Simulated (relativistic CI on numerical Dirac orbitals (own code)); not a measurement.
## Level scheme of Xe V

Method of calculation: Dirac-Coulomb-Breit CI, orbitals from a KLI potential per configuration, QED by a radiative potential, valence Slater integrals scaled by 0.85, configuration energies shifted to the measured levels that pair with them (semi-empirical) (own radial code, finite nucleus).

CI space (outside the closed core [Kr] 4d10): 5s2 5p2, 5s 5p3, 5s2 5p 5d, 5s2 5p 4f, 5s2 5p 6s, 5s2 5p 6p, 5p4, 5s2 5d2, 5s 5p2 5d, 5s2 4f2, 5s2 5p 5f, 5s2 5p 5g, 5s 5p2 5f, 5p2 5d2, 5s2 4f 5d, 5s 5p2 5g, 5p2 4f2, 5s2 5f2, 5s2 5p 6d, 5s2 5p 7s, 5s 5p2 4f, 5p3 5d, 5s2 5p 7p, 5s 5p2 6s, 5s2 5g2, 5p3 4f, 5s 5p 5d2, 5s 5p2 6p, 5s2 5p 6f, 5s2 5p 7d. Levels of other configurations are missing.

The lowest level is 5s2 5p2 3P_0, with 87 % of that term; Hund's rules for 5s2 5p2 give 3P with J = 0, in agreement.

| No. | Configuration | Term | J | E (cm⁻¹) | % | jj configuration (%) |
| --- | --- | --- | --- | --- | --- | --- |
| 1 | 5s2 5p2 | 3P | 0 | 0.0 | 87 | 5p1/2^2 (90) |
| 2 | 5s2 5p2 | 3P | 1 | 9123.6 | 98 | 5p1/2 5p3/2 (98) |
| 3 | 5s2 5p2 | 3P | 2 | 13878.1 | 66 | 5p1/2 5p3/2 (86) |
| 4 | 5s2 5p2 | 1D | 2 | 27829.7 | 65 | 5p3/2^2 (86) |
| 5 | 5s2 5p2 | 1S | 0 | 42929.5 | 86 | 5p3/2^2 (89) |
| 6 | 5s 5p3(4S°) | 5S° | 2 | 91520.7 | 94 | 5s 5p1/2 5p3/2^2 (47) |
| 7 | 5s 5p3(2D°) | 3D° | 1 | 115516.9 | 76 | 5s 5p3/2 (47) |
| 8 | 5s 5p3(2D°) | 3D° | 2 | 116154.3 | 73 | 5s 5p1/2 5p3/2^2 (57) |
| 9 | 5s 5p3(2D°) | 3D° | 3 | 119899.8 | 88 | 5s 5p1/2 5p3/2^2 (88) |
| 10 | 5s 5p3(2P°) | 3P° | 0 | 133288.4 | 89 | 5s 5p1/2 5p3/2^2 (89) |
| 11 | 5s 5p3(2P°) | 3P° | 1 | 134572.0 | 77 | 5s 5p1/2 5p3/2^2 (63) |
| 12 | 5s 5p3(2P°) | 3P° | 2 | 134795.2 | 46 | 5s 5p3/2^3 (32) |
| 13 | 5s2 5p 5d | 1D° | 2 | 145739.9 | 36 | 5s 5p3/2^3 (36) |
| 14 | 5s2 5p 5d | 3F° | 2 | 155825.8 | 85 | 5p1/2 5d3/2 (58) |
| 15 | 5s2 5p 5d | 3F° | 3 | 159543.3 | 91 | 5p1/2 5d5/2 (64) |
| 16 | 5s 5p3(4S°) | 3S° | 1 | 162174.2 | 57 | 5s 5p1/2 5p3/2^2 (55) |
| 17 | 5s2 5p 5d | 3F° | 4 | 168272.1 | 97 | 5p3/2 5d5/2 (97) |
| 18 | 5s2 5p 5d | 3D° | 1 | 172098.6 | 29 | 5p1/2 5d3/2 (69) |
| 19 | 5s2 5p 5d | 3P° | 2 | 172374.7 | 50 | 5p1/2 5d5/2 (73) |
| 20 | 5s 5p3(2P°) | 1P° | 1 | 176333.8 | 32 | 5s 5p3/2^3 (31) |
| 21 | 5s2 5p 5d | 3P° | 0 | 183028.5 | 86 | 5p3/2 5d3/2 (86) |
| 22 | 5s2 5p 5d | 3D° | 2 | 183108.2 | 46 | 5p3/2 5d3/2 (67) |
| 23 | 5s2 5p 5d | 3D° | 3 | 183174.6 | 75 | 5p3/2 5d5/2 (39) |
| 24 | 5s2 5p 5d | 3P° | 1 | 184635.3 | 60 | 5p3/2 5d3/2 (64) |
| 25 | 5s2 5p 5d | 3P° | 2 | 187246.8 | 31 | 5p3/2 5d5/2 (62) |
| 26 | 5s2 5p 4f | 3G | 3 | 187570.5 | 53 | 5p1/2 4f5/2 (90) |
| 27 | 5s2 5p 4f | 3F | 3 | 189878.0 | 48 | 5p1/2 4f7/2 (84) |
| 28 | 5s2 5p 4f | 3G | 4 | 190972.2 | 49 | 5p1/2 4f7/2 (86) |
| 29 | 5s2 5p 4f | 3F | 2 | 191770.4 | 80 | 5p1/2 4f5/2 (80) |
| 30 | 5s2 5p 6s | 3P° | 0 | 193768.1 | 98 | 5p1/2 6s (98) |
| 31 | 5s2 5p 6s | 3P° | 1 | 194327.2 | 62 | 5p1/2 6s (88) |
| 32 | 5s2 5p 5d | 1F° | 3 | 194986.1 | 85 | 5p3/2 5d5/2 (50) |
| 33 | 5s2 5p 4f | 3G | 3 | 200359.9 | 34 | 5p3/2 4f5/2 (83) |
| 34 | 5s2 5p 5d | 1P° | 1 | 200633.3 | 52 | 5p3/2 5d5/2 (48) |
| 35 | 5s2 5p 4f | 3F | 4 | 201616.4 | 54 | 5p3/2 4f7/2 (61) |
| 36 | 5s2 5p 4f | 3G | 5 | 202603.3 | 96 | 5p3/2 4f7/2 (96) |
| 37 | 5s2 5p 4f | 3D | 3 | 205628.7 | 71 | 5p3/2 4f7/2 (74) |
| 38 | 5s2 5p 4f | 3D | 2 | 207344.5 | 79 | 5p3/2 4f5/2 (78) |
| 39 | 5s2 5p 6s | 3P° | 2 | 208975.0 | 99 | 5p3/2 6s (99) |
| 40 | 5s2 5p 4f | 3D | 1 | 209302.3 | 97 | 5p3/2 4f5/2 (97) |
| 41 | 5s2 5p 6s | 1P° | 1 | 213407.2 | 70 | 5p3/2 6s (85) |
| 42 | 5s2 5p 4f | 1G | 4 | 214339.6 | 88 | 5p3/2 4f5/2 (56) |
| 43 | 5s2 5p 4f | 1D | 2 | 216743.8 | 85 | 5p3/2 4f7/2 (79) |
| 44 | 5s2 5p 6p | 3D | 1 | 227070.1 | 63 | 5p1/2 6p1/2 (97) |
| 45 | 5p4‡ | 3P | 2 | 228816.3 | 47 | 5p3/2^2 (55) |
| 46 | 5s2 5p 6p | 3P | 0 | 232124.0 | 82 | 5p1/2 6p1/2 (90) |
| 47 | 5s2 5p 6p | 3P | 1 | 233122.2 | 46 | 5p1/2 6p3/2 (92) |
| 48 | 5s2 5p 6p | 3D | 2 | 234147.5 | 68 | 5p1/2 6p3/2 (92) |
| 49 | 5s 5p2(3P)<4P> 5d‡ | 5F | 1 | 236172.9 | 82 | 5s 5p1/2^2 5d3/2 (53) |
| 50 | 5s 5p2(3P)<4P> 5d‡ | 5F | 2 | 237945.5 | 83 | 5s 5p1/2 5p3/2 5d3/2 (36) |
| 51 | 5p4‡ | 3P | 0 | 238897.0 | 44 | 5p3/2^2 (38) |
| 52 | 5p4‡ | 3P | 1 | 238951.0 | 45 | 5p1/2 5p3/2^3 (45) |
| 53 | 5s 5p2(3P)<4P> 5d‡ | 5F | 3 | 240574.5 | 76 | 5s 5p1/2 5p3/2 5d3/2 (35) |
| 54 | 5s2 5p 6p | 3P | 1 | 243542.1 | 45 | 5p3/2 6p1/2 (70) |
| 55 | 5p4‡ | 1D | 2 | 244082.6 | 47 | 5p1/2 5p3/2^3 (48) |
| 56 | 5s 5p2(3P)<4P> 5d‡ | 5F | 4 | 245040.7 | 80 | 5s 5p1/2 5p3/2 5d5/2 (79) |
| 57 | 5s2 5p 6p | 3P | 2 | 245767.1 | 55 | 5p3/2 6p1/2 (71) |
| 58 | 5s 5p2(3P)<4P> 5d‡ | 5D | 0 | 247105.3 | 93 | 5s 5p1/2 5p3/2 5d3/2 (76) |
| 59 | 5s2 5p 6p | 3D | 3 | 247304.2 | 98 | 5p3/2 6p3/2 (98) |
| 60 | 5s 5p2(3P)<4P> 5d‡ | 5D | 1 | 247645.5 | 88 | 5s 5p1/2 5p3/2 5d3/2 (61) |
| 61 | 5s 5p2(3P)<4P> 5d‡ | 5D | 2 | 248165.2 | 74 | 5s 5p1/2 5p3/2 5d3/2 (49) |
| 62 | 5s 5p2(3P)<4P> 5d‡ | 5D | 3 | 248992.0 | 60 | 5s 5p1/2 5p3/2 5d3/2 (40) |
| 63 | 5s2 5p 6p | 3S | 1 | 249244.4 | 77 | 5p3/2 6p3/2 (69) |
| 64 | 5s 5p2(3P)<4P> 5d‡ | 5F | 5 | 250664.4 | 96 | 5s 5p1/2 5p3/2 5d5/2 (51) |
| 65 | 5s 5p2(3P)<4P> 5d‡ | 5D | 4 | 251583.6 | 64 | 5s 5p1/2 5p3/2 5d5/2 (45) |
| 66 | 5s2 5p 6p | 1D | 2 | 252278.1 | 71 | 5p3/2 6p3/2 (79) |
| 67 | 5s 5p2(3P)<4P> 5d‡ | 3F | 2 | 254845.1 | 88 | 5s 5p1/2 5p3/2 5d5/2 (39) |
| 68 | 5s2 5p 6p | 1S | 0 | 258889.4 | 82 | 5p3/2 6p3/2 (89) |
| 69 | 5s 5p2(3P)<4P> 5d‡ | 3F | 3 | 259067.4 | 79 | 5s 5p1/2 5p3/2 5d5/2 (49) |
| 70 | 5s 5p2(3P)<4P> 5d‡ | 5P | 3 | 263096.2 | 80 | 5s 5p1/2 5p3/2 5d5/2 (44) |

Energies count from the lowest computed level; ° marks odd parity. Percentages are summed over parent terms; the parents shown are those of the largest component, closed shells are left out there, and <> holds an intermediate term. Filled j subshells are mostly left out of the jj labels. ‡ marks configurations that were not tied to measured data.

The mean weight of the leading LS term, summed over parents, in these 70 levels is 70 %, and that of the leading jj configuration (from the same eigenvectors) 68 %.

Configurations whose levels could be paired with our table of measured levels were shifted onto them, all but the ground configuration, by the median error of their levels; single terms can still be off by 1,000 to 2,000 cm⁻¹ or more, and rates follow the energies as ν³ (E1, M1) or ν⁵ (E2). The others borrow a shift and can be off by several thousand cm⁻¹ or more. Levels and lines within the n = 5 or 6 shells can be off by up to 10 % or somewhat more, and those that change n by about 2 %, since core polarisation is missing. 37 of the 52 excited levels that our extract of the measured tables holds in this range could be paired (the sources list more); they are missed by 737 cm⁻¹ on average and 6656 at most, after the shifts were fitted to these levels, and levels without a partner can miss by more.

LS names give the leading component of a level, which can be under half, so a name can repeat, a term be missing and a line seem to break the LS rules.
